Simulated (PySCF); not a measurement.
RbMg: energy against distance

Set-up: PySCF, scalar-relativistic core potentials, basis sets Rb def2-SVPD with ECP28, Mg def2-SVPD. Energies in eV from Rb + Mg in their ground configurations at the same level. State: ²Σ⁺ (doublet), unpaired electrons σ ↑.

All columns are PBE0. A positive dipole means Rb(−)Mg(+).

| R (Å) | E (eV) | μ (D) | Mulliken charge on Rb (basis-dependent) | HOMO (eV) | LUMO (eV) | Mayer bond order | ⟨S²⟩ |
| --- | --- | --- | --- | --- | --- | --- | --- |
| 3.554 | -0.061 | -2.02 | 0.20 | -2.81 | -1.30 | 0.54 | 0.76 |
| 3.719 | -0.113 | -2.09 | 0.17 | -2.83 | -1.33 | 0.54 | 0.76 |
| 3.884 | -0.140 | -2.11 | 0.15 | -2.84 | -1.35 | 0.52 | 0.76 |
| 4.008 | -0.150 | -2.10 | 0.13 | -2.85 | -1.37 | 0.51 | 0.76 |
| 4.132 | -0.152 | -2.07 | 0.11 | -2.86 | -1.38 | 0.49 | 0.76 |
| 4.256 | -0.150 | -2.03 | 0.09 | -2.87 | -1.39 | 0.47 | 0.76 |
| 4.421 | -0.142 | -1.95 | 0.06 | -2.88 | -1.41 | 0.43 | 0.76 |
| 4.628 | -0.127 | -1.83 | 0.04 | -2.89 | -1.42 | 0.38 | 0.75 |
| 4.876 | -0.107 | -1.67 | 0.02 | -2.90 | -1.42 | 0.32 | 0.75 |
| 5.206 | -0.081 | -1.42 | 0.00 | -2.91 | -1.42 | 0.25 | 0.75 |

A fit through these points gives, at Re = 4.125 Å, μ = -2.07 D and dμ/dR = 0.298 D/Å; the reduced mass is 18.7 u.

**Question.** How strong is the fundamental in the double-harmonic approximation, I = 42.26·(dμ/dR)²/μred km/mol?

**Answer.** I = 42.26·(0.298)²/18.7 = 0.201 km/mol at PBE0.

The bond is weak. Basis-set superposition, not corrected here, can be much of De in a small basis, most of all at correlated wavefunction levels. Functionals without a dispersion term scatter widely for such bonds, and LDA overbinds them. Spin–orbit coupling is left out. The state was picked by a PBE0 search and need not be the measured ground state.
